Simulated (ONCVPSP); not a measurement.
# Cd (Z = 48), ONCV: configuration errors across variants

cadmium (Cd), optimised norm-conserving Vanderbilt (ONCV), made with ONCVPSP 4.0.1 (PBE, scalar-relativistic). Core [Ar] 3d10, reference 4s2 4p6 4d10 5s1 (charge +1). Waves: 4s+5s: rc 1.40 bohr, ncon 4, nbas 9, qcut 7.3 1/bohr, 3 projectors, debl 1.6 Ha; 4p: rc 1.30 bohr, ncon 3, nbas 8, qcut 8.3 1/bohr, 1 projector; 4d: rc 1.40 bohr, ncon 4, nbas 9, qcut 9.2 1/bohr, 3 projectors, debl 0.9 Ha. Local part: polynomial inside 1.30 bohr (lpopt 5, dvloc0 0 Ha). Core correction: Teter function, fcfact 4.75, rcfact 1.

All-electron excitation energies from the reference (eV): (1) 4s2 4p6 4d10 5s2 -9.273; (2) 4s2 4p6 4d10 5s0 17.126; (3) 4s2 4p6 4d9 5s0 55.135; (4) 4s2 4p6 4d8 5s0 109.197.

A true bound ghost makes a file unfit for plane-wave use even where its test errors are small: the radial tests pick states by their node count and pass the ghost by.

Errors AE − PS in meV (a dash: test not solved or not reliable):

| change | (1) | (2) | (3) | (4) | bound ghosts | GHOST(+) flags above zero |
| --- | --- | --- | --- | --- | --- | --- |
| base | +0.9 | -4.2 | -8.1 | -4.6 | s | s |
| s: qcut 5.5; p: qcut 6.3; d: qcut 7 | +0.6 | -5.3 | -6.7 | +12 | s, d | s |
| s: qcut 6.5; p: qcut 7.4; d: qcut 8.2 | +0.8 | -4.7 | -7.5 | +1.4 | s, d | s |
| s: qcut 7.9; p: qcut 8.9; d: qcut 9.9 | +1.0 | -3.9 | -8.5 | -8.0 | s | s |
| s: qcut 8.6; p: qcut 9.8; d: qcut 10.9 | +1.2 | -3.7 | -9.5 | -13 | none | s |
| s: qcut 9.4; p: qcut 10.6; d: qcut 11.8 | +1.2 | -3.4 | -11 | -18 | none | none |
| s: qcut 10.6; p: qcut 12; d: qcut 13.3 | +1.4 | -3.1 | +8.1 | +23 | none | d |

Problem. Give the same row for: s: qcut 4.6; p: qcut 5.2; d: qcut 5.8.

Solution. +0.5, -5.7, -5.9, +25; bound ghosts: s, d; GHOST(+) flags above zero: s.
